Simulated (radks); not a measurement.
Hg, 80 electrons, occupied as [Hg]. All-electron calculation, Dirac Kohn-Sham, LDA (Slater exchange, Perdew-Wang correlation), spin-unpolarised, spherical densities, finite nucleus; Fermi nuclear charge, rms radius 5.4648 fm. Program: a radial shooting solver on a logarithmic mesh with Libxc functionals.

Normalised radial functions P(r) = r R(r) (large component), r in bohr:

r,6s1/2
0.003697,0.0579
0.005091,0.0646
0.007011,0.0670
0.009656,0.0612
0.0134,0.0421
0.01846,0.0072
0.02542,-0.0411
0.03529,-0.0885
0.0486,-0.1017
0.06692,-0.0498
0.09216,0.0611
0.1279,0.1459
0.1762,0.0777
0.2426,-0.1205
0.3368,-0.2022
0.4638,0.0163
0.6388,0.2944
0.8797,0.2389
1.221,-0.1803
1.682,-0.5760
2.316,-0.6864
3.215,-0.5243
4.427,-0.2761
6.097,-0.0951
8.396,-0.0193
11.66,-0.0019
16.05,-0.0001

6s1/2: eigenvalue -7.133 eV, 5 radial nodes at r = 0.0194, 0.0782, 0.202, 0.456, 1.08 bohr, <r> = 2.68 bohr, 90 % of the charge inside 4.02 bohr.
